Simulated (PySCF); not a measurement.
# Orbital energies and ionisation energy

Species: bicyclo[2.2.2]octa-2,5,7-triene, C8H8.
SMILES with atom numbers: `[CH:1]1=[CH:2][C@H:3]2[CH:4]=[CH:5][C@@H:6]1[CH:7]=[CH:8]2` (hydrogens: H9 on C1; H10 on C2; H11 on C3; H12 on C4; H13 on C5; H14 on C6; H15 on C7; H16 on C8)

Geometry (PBE0-D3(BJ)/def2-SVP, Å), atoms numbered from 1 in this order:
```xyz
16
C8H8 angstrom
C      1.3567   -0.0789   -0.7545
C      0.8873    1.1544   -0.5808
C     -0.4398    1.1881    0.1836
C     -1.3959    0.2890   -0.6062
C     -0.9264   -0.9444   -0.7799
C      0.4523   -1.1554   -0.1467
C      0.2930   -0.7776    1.3291
C     -0.1766    0.4557    1.5028
H      2.2826   -0.3403   -1.2692
H      1.3645    2.0715   -0.9295
H     -0.8264    2.2039    0.3268
H     -2.3545    0.6617   -0.9702
H     -1.4364   -1.7502   -1.3100
H      0.8390   -2.1712   -0.2900
H      0.5504   -1.4781    2.1251
H     -0.3679    0.9336    2.4648
```

Level: CAM-B3LYP/def2-SVPD (PySCF). Frontier orbitals with their largest atomic shares (Löwdin; up to four atoms above 4 %):

```json
{"orbital": "HOMO−3", "ε (eV)": "-10.79", "main atoms": "C3 16 %, C6 16 %, C1 14 %, C2 14 %"}
{"orbital": "HOMO−2", "ε (eV)": "-8.98", "main atoms": "C2 20 %, C1 20 %, C7 14 %, C8 14 %"}
{"orbital": "HOMO−1", "ε (eV)": "-8.98", "main atoms": "C4 20 %, C5 20 %, C7 12 %, C8 12 %"}
{"orbital": "HOMO", "ε (eV)": "-7.40", "main atoms": "?"}
{"orbital": "LUMO", "ε (eV)": "0.91", "main atoms": "C1 17 %, C2 17 %, C7 14 %, C8 14 %"}
{"orbital": "LUMO+1", "ε (eV)": "0.91", "main atoms": "C5 20 %, C4 20 %, C7 9 %, C8 9 %"}
{"orbital": "LUMO+2", "ε (eV)": "1.46", "main atoms": "H11 10 %, H14 10 %, C2 6 %, C8 6 %"}
```

What vertical ionisation energy does ΔSCF give, and how far is −ε(HOMO) from it?

ΔSCF: 8.15 eV (786 kJ/mol; threshold wavelength 152 nm); ⟨S²⟩ of the doublet left behind is 0.754, against 0.75 for a pure doublet. −ε(HOMO) is 7.40 eV, 0.75 eV below it. For the exact functional −ε(HOMO) would equal the first vertical ionisation energy; CAM-B3LYP (range-separated hybrid) falls short of its own ΔSCF value by 9 %. Holes in the HOMO−1 and HOMO−2 were tried too where these lie within 1.2 eV of the HOMO; the lowest converged state counts.

On which atoms does the HOMO lie?

C2 (alkene CH carbon) 16 %, C1 (alkene CH carbon) 16 %, C7 (alkene CH carbon) 16 %, C8 (alkene CH carbon) 16 %, so no atom holds as much as 40 %. The HOMO−1 lies 1.58 eV lower.

How many of the 10 lowest singlet excitations (vertical TDDFT, same level) lie below the ionisation energy?

All 10; they run from 5.09 to 7.15 eV.

With α = 79.8 au, estimate the like-pair dispersion coefficient by London's formula C6 = (3/4)α²I.

I = 0.2995 Eh, so C6 ≈ 1430 au, a rough estimate.

What total energies stand behind the ΔSCF value?

E(N) = -309.18605 Eh and E(N − 1) = -308.88659 Eh at the same geometry, 0.29946 Eh apart.

Isolated species at its PBE0-D3(BJ)/def2-SVP geometry, gas phase.

The run behind these numbers computed excited states and ΔSCF ions as well. Time: 69 s of wall time. Hardware: an Arm Neoverse V1 with one thread, on a shared host.
